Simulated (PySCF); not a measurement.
## Polarisability and C₆ of Te⁺ (tellurium, charge +1)

[Kr] 4d10 5s1 5p3 5d1, high-spin 6D determinant (an excited configuration). Calculation: PySCF 2.14, in x2c-QZVPPall with one added diffuse shell each of s, p, d, f type (14s10p8d5f1g, 128 functions); the spin-free X2C one-electron Hamiltonian (Gaussian nucleus). Coupled (time-dependent) response in atomic units; α is the mean over directions.

| method | mean α (bohr³) | α xx, yy, zz | C₆ (like pair) | S(−4) |
| --- | --- | --- | --- | --- |
| UHF | 77.81 | 101.0, 101.0, 31.49 | 656.1 | 9620 |

S(−4) is the Cauchy moment in α(ω) = α(0) + S(−4) ω² + …

Spin-orbit coupling is absent.

α(iu) at UHF:

```json
{"u (hartree)": "0", "α(iu) (bohr³)": "77.81"}
{"u (hartree)": "0.0500", "α(iu) (bohr³)": "61.88"}
{"u (hartree)": "0.100", "α(iu) (bohr³)": "45.00"}
{"u (hartree)": "0.200", "α(iu) (bohr³)": "28.81"}
{"u (hartree)": "0.300", "α(iu) (bohr³)": "20.58"}
{"u (hartree)": "0.500", "α(iu) (bohr³)": "12.19"}
{"u (hartree)": "0.750", "α(iu) (bohr³)": "7.463"}
{"u (hartree)": "1.00", "α(iu) (bohr³)": "5.138"}
{"u (hartree)": "1.50", "α(iu) (bohr³)": "3.013"}
{"u (hartree)": "2.00", "α(iu) (bohr³)": "2.070"}
{"u (hartree)": "3.00", "α(iu) (bohr³)": "1.211"}
{"u (hartree)": "5.00", "α(iu) (bohr³)": "0.5831"}
```

A single London oscillator, α(iu) = α/(1 + u²/ω²), gives C₆ = (3/4) ω α². Matching the computed C₆ needs ω = 4 × 656.1 / (3 × 77.81²) = 0.144 hartree.

For an ion, C₆ is the dispersion term alone; charge-induced terms of lower order in 1/R come first.

The components differ because the open shell of this determinant is not spherical; for a pure term their mean is the scalar polarisability.

The outer electron is Rydberg-like, and this basis confines it to a smaller radius and binds it less than a complete one would.
